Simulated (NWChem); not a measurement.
System: VNH4O3; SMILES [NH]=[V]([OH])([OH])[OH]

Parts of the log:

```
             Northwest Computational Chemistry Package (NWChem) 7.3.0
             --------------------------------------------------------

 CS  symmetry detected

                             Geometry "geometry" -> ""
                             -------------------------

 Output coordinates in angstroms (scale by  1.889725989 to convert to a.u.)

  No.       Tag          Charge          X              Y              Z
 ---- ---------------- ---------- -------------- -------------- --------------
    1 V                   23.0000     0.00402990    -0.02276289     0.00000000
    2 N                    7.0000    -0.08108670    -1.64225235     0.00000000
    3 H                    1.0000    -0.24081487    -2.65647464     0.00000000
    4 O                    8.0000     0.86268317     0.55403408    -1.44844594
    5 H                    1.0000     1.10025898    -0.07001583    -2.15789162
    6 O                    8.0000     0.86268317     0.55403408     1.44844594
    7 H                    1.0000     1.10025898    -0.07001583     2.15789162
    8 O                    8.0000    -1.69563943     0.55236388     0.00000000
    9 H                    1.0000    -1.72259912     1.53236283     0.00000000

 Effective nuclear repulsion energy (a.u.)     334.7898422462

      Symmetry information
      --------------------

 Group name             Cs
 Group number              2
 Group order               2
 No. of unique centers     7

  pbe96 is a nonlocal functional; adding pw91lda local functional.

                                 NWChem DFT Module
                                 -----------------

 Summary of "ao basis" -> "ao basis" (spherical)
 ------------------------------------------------------------------------------
       Tag                 Description            Shells   Functions and Types
 ---------------- ------------------------------  ------  ---------------------
 V                          def2-svp                11       31   5s3p2d1f
 N                          def2-svp                 6       14   3s2p1d
 H                          def2-svp                 3        5   2s1p
 O                          def2-svp                 6       14   3s2p1d

      Symmetry analysis of basis
      --------------------------

        a'         68
        a"         39

            General Information
            -------------------
          SCF calculation type: DFT
          Wavefunction type:  closed shell.
          No. of atoms     :     9
          No. of electrons :    58
           Alpha electrons :    29
            Beta electrons :    29
          Charge           :     0
          Spin multiplicity:     1
          Use of symmetry is: on ; symmetry adaption is: on
          Maximum number of iterations: 150
          AO basis - number of functions:   107
                     number of shells:    47
          Convergence on energy requested:  1.00D-06
          Convergence on density requested:  1.00D-05
          Convergence on gradient requested:  5.00D-04

              XC Information
              --------------
          PerdewBurkeErnzerhof Exchange Functional  1.000
            Perdew 1991 LDA Correlation Functional  1.000 local
           PerdewBurkeErnz. Correlation Functional  1.000 non-local

             Grid Information
             ----------------
          Grid used for XC integration:  xcoarse
          Radial quadrature: Mura-Knowles
          Angular quadrature: Lebedev.
          Tag              B.-S. Rad. Rad. Pts. Rad. Cut. Ang. Pts.
          ---              ---------- --------- --------- ---------
          V                   1.35       75           8.0       194
          N                   0.65       21           9.0       194
          H                   0.35       21          11.0       194
          O                   0.60       21          10.0       194
          Grid pruning is: on
          Number of quadrature shells:   201
          Spatial weights used:  Erf1

      Superposition of Atomic Density Guess
      -------------------------------------

 Sum of atomic energies:       -1222.99713041

      Non-variational initial energy
      ------------------------------

 Total energy =   -1223.479386
 1-e energy   =   -2344.299525
 2-e energy   =     786.030297
 HOMO         =      -0.383763
 LUMO         =      -0.030290

      Symmetry analysis of molecular orbitals - initial
      -------------------------------------------------

  Numbering of irreducible representations:

     1 a'          2 a"

  Orbital symmetries:

     1 a'          2 a'          3 a'          4 a"          5 a'
     6 a'          7 a"          8 a'          9 a'         10 a'
    11 a'         12 a"         13 a'         14 a'         15 a"
    16 a'         17 a'         18 a'         19 a"         20 a'
    21 a'         22 a'         23 a"         24 a'         25 a'
    26 a"         27 a"         28 a"         29 a'         30 a'
    31 a'         32 a"         33 a'         34 a"         35 a'
    36 a'         37 a"         38 a'         39 a'

     ---------------------------------------------
      Total Density - Mulliken Population Analysis
     ---------------------------------------------

    Atom       Charge   Shell Charges
 -----------   ------   -------------------------------------------------------
    1 V   23    20.05   2.00  2.00  2.00  0.19  0.02  6.00  6.00  0.35  0.71  0.74  0.03
    2 N    7     8.36   1.99  1.11  0.58  2.80  1.88  0.01
    3 H    1     0.75   0.58  0.13  0.04
    4 O    8     8.97   1.99  1.11  0.68  3.17  2.02  0.00
    5 H    1     0.64   0.51  0.07  0.06
    6 O    8     8.97   1.99  1.11  0.68  3.17  2.02  0.00
    7 H    1     0.64   0.51  0.07  0.06
    8 O    8     8.97   1.99  1.12  0.69  3.16  2.01  0.00
    9 H    1     0.64   0.51  0.07  0.06

   convergence    iter        energy       DeltaE   RMS-Dens  Diis-err
 ---------------- ----- ----------------- --------- --------- ---------
 d= 0,ls=0.0,diis     1  -1225.2040027432 -1.56D+03  5.21D-02  6.18D+00
 d= 0,ls=0.5,diis     2  -1205.8224786675  1.94D+01  1.64D-02  1.17D+02
 d= 0,ls=0.5,diis     3  -1212.8828423434 -7.06D+00  3.88D-03  1.09D+02
 d= 0,ls=0.5,diis     4  -1214.1981277589 -1.32D+00  7.44D-03  1.06D+02
 d= 0,ls=0.5,diis     5  -1217.7255899793 -3.53D+00  6.78D-03  8.45D+01
 d= 0,ls=0.5,diis     6  -1220.5928008752 -2.87D+00  5.83D-03  6.09D+01
 d= 0,ls=0.5,diis     7  -1222.5027246287 -1.91D+00  4.48D-03  4.20D+01
 d= 0,ls=0.5,diis     8  -1223.6283986773 -1.13D+00  4.14D-03  2.93D+01
 d= 0,ls=0.5,diis     9  -1224.4118737677 -7.83D-01  3.01D-03  2.04D+01
 d= 0,ls=0.5,diis    10  -1224.7585712981 -3.47D-01  2.64D-03  1.66D+01
 d= 0,ls=0.5,diis    11  -1225.1398730754 -3.81D-01  8.89D-03  1.18D+01
 d= 0,ls=0.5,diis    12  -1226.0642790694 -9.24D-01  3.53D-03  2.57D-01
  Resetting Diis
 d= 0,ls=0.5,diis    13  -1226.0878207022 -2.35D-02  1.70D-03  2.66D-01
 d= 0,ls=0.5,diis    14  -1226.1045768417 -1.68D-02  3.68D-03  1.48D-01
 d= 0,ls=0.5,diis    15  -1226.0629483790  4.16D-02  1.41D-03  7.07D-01
 d= 0,ls=0.5,diis    16  -1226.0999829362 -3.70D-02  8.12D-04  2.56D-01
 d= 0,ls=0.5,diis    17  -1226.1169011408 -1.69D-02  5.18D-04  7.46D-02
 d= 0,ls=0.5,diis    18  -1226.1222442888 -5.34D-03  3.50D-04  2.35D-02
 d= 0,ls=0.5,diis    19  -1226.1242049465 -1.96D-03  2.40D-04  7.23D-03
 d= 0,ls=0.5,diis    20  -1226.1249222445 -7.17D-04  1.59D-04  2.23D-03
 d= 0,ls=0.5,diis    21  -1226.1251486147 -2.26D-04  1.15D-04  1.14D-03
 d= 0,ls=0.5,diis    22  -1226.1252646158 -1.16D-04  8.44D-05  6.17D-04
 d= 0,ls=0.5,diis    23  -1226.1253254873 -6.09D-05  6.19D-05  3.45D-04
 d= 0,ls=0.5,diis    24  -1226.1253585829 -3.31D-05  4.63D-05  2.01D-04
 d= 0,ls=0.5,diis    25  -1226.1253780723 -1.95D-05  3.44D-05  1.11D-04
 d= 0,ls=0.5,diis    26  -1226.1253886289 -1.06D-05  2.56D-05  6.46D-05
 d= 0,ls=0.5,diis    27  -1226.1253945331 -5.90D-06  1.91D-05  3.82D-05
 d= 0,ls=0.5,diis    28  -1226.1253978878 -3.35D-06  1.45D-05  2.31D-05
 d= 0,ls=0.5,diis    29  -1226.1253999275 -2.04D-06  1.08D-05  1.32D-05
 d= 0,ls=0.5,diis    30  -1226.1254010554 -1.13D-06  8.19D-06  7.86D-06
 d= 0,ls=0.5,diis    31  -1226.1254017287 -6.73D-07  6.20D-06  4.54D-06

         Total DFT energy =    -1226.125402118539
      One electron energy =    -2350.735655164266
           Coulomb energy =      868.661446141342
    Exchange-Corr. energy =      -78.841035341824
 Nuclear repulsion energy =      334.789842246208

 Numeric. integr. density =       57.996037219699

                  Occupations of the irreducible representations
                  ----------------------------------------------

                     irrep           alpha         beta
                     --------     --------     --------
                     a'               20.0         20.0
                     a"                9.0          9.0

                       DFT Final Molecular Orbital Analysis
                       ------------------------------------

 Vector   27  Occ=2.000000D+00  E=-2.498500D-01  Symmetry=a"
              MO Center= -1.3D-01, -5.6D-01, -2.2D-14, r^2= 2.8D+00
   Bfn.  Coefficient  Atom+Function         Bfn.  Coefficient  Atom+Function
  ----- ------------  ---------------      ----- ------------  ---------------
    37      0.405719  2 N  pz                40     -0.298978  2 N  pz
    16      0.287310  1 V  d -1              94     -0.266305  8 O  pz
    97     -0.192184  8 O  pz                54      0.152089  4 O  px
    73     -0.152089  6 O  px                14     -0.131357  1 V  pz
    57      0.121502  4 O  px                76     -0.121502  6 O  px

 Vector   28  Occ=2.000000D+00  E=-2.412230D-01  Symmetry=a"
              MO Center= -1.3D-01,  5.6D-02, -3.4D-14, r^2= 3.5D+00
   Bfn.  Coefficient  Atom+Function         Bfn.  Coefficient  Atom+Function
  ----- ------------  ---------------      ----- ------------  ---------------
    94      0.348406  8 O  pz                37      0.278863  2 N  pz
    97      0.262813  8 O  pz                54     -0.256207  4 O  px
    73      0.256207  6 O  px                40     -0.209837  2 N  pz
    57     -0.194340  4 O  px                76      0.194340  6 O  px
    16      0.191467  1 V  d -1              55      0.124722  4 O  py

 Vector   29  Occ=2.000000D+00  E=-2.355819D-01  Symmetry=a'
              MO Center= -4.5D-01, -8.2D-01,  2.0D-14, r^2= 2.4D+00
   Bfn.  Coefficient  Atom+Function         Bfn.  Coefficient  Atom+Function
  ----- ------------  ---------------      ----- ------------  ---------------
    35      0.460017  2 N  px                38     -0.347745  2 N  px
    92      0.291583  8 O  px                15      0.248177  1 V  d -2
    95      0.214553  8 O  px                 9      0.135012  1 V  px
    91     -0.121557  8 O  s                 93      0.109785  8 O  py
    12     -0.100239  1 V  px                20      0.089492  1 V  d -2

 Vector   30  Occ=0.000000D+00  E=-8.827217D-02  Symmetry=a'
              MO Center=  1.0D-01, -1.4D-01, -5.7D-14, r^2= 1.6D+00
   Bfn.  Coefficient  Atom+Function         Bfn.  Coefficient  Atom+Function
  ----- ------------  ---------------      ----- ------------  ---------------
    15      0.449606  1 V  d -2              17     -0.431458  1 V  d  0
    19      0.403449  1 V  d  2              35     -0.230222  2 N  px
    38      0.226606  2 N  px                20      0.184045  1 V  d -2
    54     -0.179690  4 O  px                73     -0.179690  6 O  px
    22     -0.169116  1 V  d  0              57     -0.158606  4 O  px

 Vector   31  Occ=0.000000D+00  E=-8.420933D-02  Symmetry=a"
              MO Center= -8.6D-02, -1.3D-01,  7.9D-14, r^2= 1.6D+00
   Bfn.  Coefficient  Atom+Function         Bfn.  Coefficient  Atom+Function
  ----- ------------  ---------------      ----- ------------  ---------------
    16      0.534120  1 V  d -1              18      0.512332  1 V  d  1
    40      0.239765  2 N  pz                37     -0.230266  2 N  pz
    94     -0.216235  8 O  pz                21      0.208265  1 V  d -1
    23      0.202060  1 V  d  1              97     -0.177988  8 O  pz
    59     -0.096632  4 O  pz                78     -0.096632  6 O  pz

 Vector   32  Occ=0.000000D+00  E=-5.430878D-02  Symmetry=a'
              MO Center=  1.7D-02, -3.4D-01,  8.2D-15, r^2= 2.5D+00
   Bfn.  Coefficient  Atom+Function         Bfn.  Coefficient  Atom+Function
  ----- ------------  ---------------      ----- ------------  ---------------
    19      0.522639  1 V  d  2              17      0.420576  1 V  d  0
    47     -0.406999  3 H  s                 34      0.381888  2 N  s
    13     -0.318841  1 V  py                46     -0.228232  3 H  s
    10      0.199477  1 V  py                24      0.194889  1 V  d  2
    22      0.165040  1 V  d  0              33      0.161557  2 N  s

     ---------------------------------------------
      Total Density - Mulliken Population Analysis
     ---------------------------------------------

    Atom       Charge   Shell Charges
 -----------   ------   -------------------------------------------------------
    1 V   23    22.19   2.00  2.00  2.00  0.19  0.00  6.00  6.02  0.71  2.15  1.08  0.03
    2 N    7     7.39   1.99  1.04  0.58  2.32  1.45  0.01
    3 H    1     0.86   0.70  0.12  0.04
    4 O    8     8.39   1.99  1.08  0.70  2.84  1.77  0.01
    5 H    1     0.80   0.67  0.06  0.07
    6 O    8     8.39   1.99  1.08  0.70  2.84  1.77  0.01
    7 H    1     0.80   0.67  0.06  0.07
    8 O    8     8.38   1.99  1.09  0.71  2.82  1.76  0.01
    9 H    1     0.81   0.68  0.06  0.07

     -------------------------------------------
      Total Density - Lowdin Population Analysis
     -------------------------------------------

    Atom       Charge   Shell Charges
 -----------   ------   -------------------------------------------------------
    1 V   23    22.79   2.00  2.00  1.88  0.27  0.07  5.99  5.81  0.96  1.96  1.79  0.07
    2 N    7     7.10   1.97  0.80  0.49  2.15  1.66  0.03
    3 H    1     0.93   0.58  0.22  0.12
    4 O    8     8.15   1.97  0.90  0.61  2.68  1.97  0.01
    5 H    1     0.91   0.55  0.17  0.18
    6 O    8     8.15   1.97  0.90  0.61  2.68  1.97  0.01
    7 H    1     0.91   0.55  0.17  0.18
    8 O    8     8.16   1.97  0.91  0.63  2.67  1.97  0.01
    9 H    1     0.91   0.55  0.18  0.18

     Multipole analysis of the density
     ---------------------------------

     L   x y z        total         alpha         beta         nuclear
     -   - - -        -----         -----         ----         -------
     0   0 0 0     -0.000000    -29.000000    -29.000000     58.000000

     1   1 0 0      0.272682      0.136341      0.136341     -0.000000
     1   0 1 0     -0.619266     -0.309633     -0.309633      0.000000
     1   0 0 1     -0.000000     -0.000000     -0.000000      0.000000

[...]

                         DFT ENERGY GRADIENTS

    atom               coordinates                        gradient
                 x          y          z           x          y          z
   1 V       0.007615  -0.043016   0.000000   -0.000508   0.007030   0.000000
   2 N      -0.153232  -3.103407   0.000000   -0.000857  -0.010570   0.000000
   3 H      -0.455074  -5.020009   0.000000    0.000280   0.001230   0.000000
   4 O       1.630235   1.046973  -2.737166    0.002350  -0.001950  -0.005361
   5 H       2.079188  -0.132311  -4.077824   -0.001118   0.002855   0.003329
   6 O       1.630235   1.046973   2.737166    0.002350  -0.001950   0.005361
   7 H       2.079188  -0.132311   4.077824   -0.001118   0.002855  -0.003329
   8 O      -3.204294   1.043816   0.000000   -0.001226   0.005238   0.000000
   9 H      -3.255240   2.895746   0.000000   -0.000153  -0.004738   0.000000
```

Level: PBE/def2-SVP. The geometry was optimised at PBE-D3(BJ)/def2-SVP. No frequency run checked for a minimum.

Problem. Write an input that gives this output.

Solution. This is not unique; one that fits is the input that was run:
```
start job
memory heap 200 mb stack 900 mb global 1100 mb
geometry units angstroms noautoz
  V      0.013822    -0.000138     0.035625
  N     -0.125984     0.001862    -1.580061
  H     -0.319900     0.002610    -2.588305
  O      0.898277    -1.445344     0.580693
  H      1.117933    -2.152734    -0.052192
  O      0.884665     1.451512     0.585458
  H      1.097698     2.162996    -0.045099
  O     -1.665418    -0.009073     0.667859
  H     -1.659238    -0.010630     1.648208
end
basis spherical
  * library def2-svp
end
dft
  xc xpbe96 cpbe96
  grid xcoarse
  iterations 150
  mulliken
end
task dft gradient
```
